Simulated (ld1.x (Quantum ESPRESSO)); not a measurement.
What the settings do to the TM potential of iodine

Base potential:

| Quantity | Value |
| --- | --- |
| Element | I |
| Generator | ld1.x (Quantum ESPRESSO) 7.5 |
| Type | norm-conserving Troullier–Martins (Kleinman–Bylander form) |
| Functional | PBEsol |
| Relativity | scalar-relativistic |
| Frozen core | [Ar] 3d10 |
| Valence charge | 25 |
| Reference configuration | 4s2 4p6 4d10 5s1 5p6 |
| Partial waves | 4p (bound): rc 0.95 bohr; 4d (bound): rc 0.85 bohr; 4s (bound): rc 0.90 bohr |
| Local potential | the s channel |
| Core correction | Bessel-smoothed model core inside 0.60 bohr |

Occupied shells without a wave of their own: 5p, 5s. They enter only through the test configuration that unscreens the potential, and ld1.x also counts them in the model core charge.

Cutoffs, loose and tight: the cutoffs (Ry, on a coarse ladder) from which the occupation-weighted sum of valence levels, in a spherical-Bessel basis at the reference potential, stays within 10 and 1 mRy of its value at 400 Ry. They do not see the model core or the augmentation charge, which bear on the density cutoff. Test errors are all-electron minus pseudo excitation energies from the reference, over the configurations 4s2 4p6 4d10 5s2 5p5; 4s2 4p6 4d10 5s2 5p4; 4s2 4p6 4d10 5s2 5p3; 4s2 4p6 4d9 5s2 5p6; 4s2 4p6 4d10 5s2 5p5.3; 4s2 4p5 4d10 5s2 5p5; 4s2 4p6 4d10 5s2 5p4.5. A dash means not determined; rows that change the core or the reference have their own tests.

With those shells counted twice in exchange and correlation these files are broken, and their errors move erratically; no question is asked of them.

Cutoffs are not given where the Bessel-basis levels miss the radial ones by over 6 mRy, ghosts where they miss by over 20 mRy; a channel whose overlap is not positive is not tested.

| change | outcome | cutoff, loose | cutoff, tight | bound ghosts | largest test error (meV) |
| --- | --- | --- | --- | --- | --- |
| base | generated, misses its reference levels by 0.87 eV | 230 Ry | over 300 Ry | none | +984 |
| wave 4p (bound): rc 0.95 bohr becomes 4p (bound): rc 0.64 bohr | generated, misses its reference levels by 0.87 eV | – | – | none | -1171 |
| wave 4p (bound): rc 0.95 bohr becomes 4p (bound): rc 0.74 bohr | generated, misses its reference levels by 0.87 eV | 300 Ry | over 300 Ry | none | +978 |
| wave 4p (bound): rc 0.95 bohr becomes 4p (bound): rc 0.78 bohr | generated, misses its reference levels by 0.87 eV | 260 Ry | over 300 Ry | none | +977 |
| wave 4p (bound): rc 0.95 bohr becomes 4p (bound): rc 0.90 bohr | generated, misses its reference levels by 0.87 eV | 260 Ry | over 300 Ry | none | +980 |
| wave 4p (bound): rc 0.95 bohr becomes 4p (bound): rc 0.98 bohr | generated, misses its reference levels by 0.87 eV | 230 Ry | over 300 Ry | none | -1038 |
| wave 4p (bound): rc 0.95 bohr becomes 4p (bound): rc 1.06 bohr | generated, misses its reference levels by 0.87 eV | 230 Ry | over 300 Ry | none | -1373 |
| wave 4p (bound): rc 0.95 bohr becomes 4p (bound): rc 1.18 bohr | generated, misses its reference levels by 0.87 eV | 230 Ry | over 300 Ry | none | -2080 |
| wave 4p (bound): rc 0.95 bohr becomes 4p (bound): rc 1.26 bohr | generated, misses its reference levels by 0.87 eV | 230 Ry | over 300 Ry | none | -2797 |
| wave 4p (bound): rc 0.95 bohr becomes 4p (bound): rc 1.34 bohr | generated, misses its reference levels by 0.96 eV | 230 Ry | over 300 Ry | none | -3568 |
| wave 4p (bound): rc 0.95 bohr becomes 4p (bound): rc 1.44 bohr | generated, misses its reference levels by 1.06 eV | 230 Ry | over 300 Ry | none | -3995 |

Reading the sweep of the p radius (base included, trends over the rows without a ghost): The loose cutoff falls from 300 Ry at 0.74 to 230 Ry at 1.44 bohr. A larger radius leaves more room for a smooth pseudo-wave, so fewer plane waves are needed; a smaller one forces it to follow the all-electron wave where it bends sharply. The median size of the test errors (rows with all tests solved) is not monotonic: lowest 379.7 meV at 1.26 bohr, highest 824.2 meV at 1.44 bohr.
